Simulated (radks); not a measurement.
Numerical settings for neutral magnesium, [Ne] 3s2. Method: scalar-relativistic Kohn-Sham, PBE, spin-polarised, spherical densities, point nucleus; computed with a radial shooting solver on a logarithmic mesh with Libxc functionals. The defaults (mesh step 0.008 in ln r, mesh end at 40 bohr or more with all orbitals vanishing there, Anderson mixing 0.5 over 9 steps, residual threshold near 1e-9 with the energy settled to 1e-9 hartree or 1e-11 of itself, here a cap of 84 iterations) give E = -200.2798 hartree and 3s at -4.705 eV in 15 iterations. Run on one thread of a shared host, so times are rough (Intel(R) Xeon(R) Platinum 8488C): 0.19 s of CPU time, 0.19 s wall, 15 iterations on 2597 mesh points. Changes against that run (0 stands for a change within the tolerance of the run):

| setting | iterations | converged | E (mhartree) | e(3s) (meV) | CPU (s) |
|---|---|---|---|---|---|
| mesh step in ln r 0.03 | 15 | yes | 0 | 0 | 0.07 |
| mesh step in ln r 0.2 | 84 | no | -1.06e+06 | - | 0.33 |
| mesh step in ln r 0.12 | 4 | no | diverged | - | 0.02 |
| mesh end (bohr) 3 | 13 | level above zero | +1.13e+03 | +2.05e+04 | 0.14 |
| mesh end (bohr) 2 | 13 | level above zero | +5.24e+03 | +7.87e+04 | 0.13 |
| residual threshold 0.001 | 9 | yes | 0 | +0.222 | 0.12 |
| residual threshold 1e-05 | 10 | yes | 0 | -0.00543 | 0.11 |
| mixing 0.01 | 20 | yes | 0 | 0 | 0.19 |
| linear mixing, mixing 0.8 | 27 | yes | 0 | 0 | 0.22 |
| linear mixing, mixing 1 | 84 | no | 0 | 0 | 0.74 |
| mixing history 20 | 19 | yes | 0 | 0 | 0.22 |
| iteration cap 3 | 3 | no | +1.42 | -58.5 | 0.05 |

Settled on a wrong energy, with an occupied level pushed above zero by the early mesh end: mesh end (bohr) 3 (+1.13 hartree); mesh end (bohr) 2 (+5.24 hartree). Apart from these: no run marked as converged misses the energy by more than 1 mhartree. A mesh that ends early acts as a hard wall.
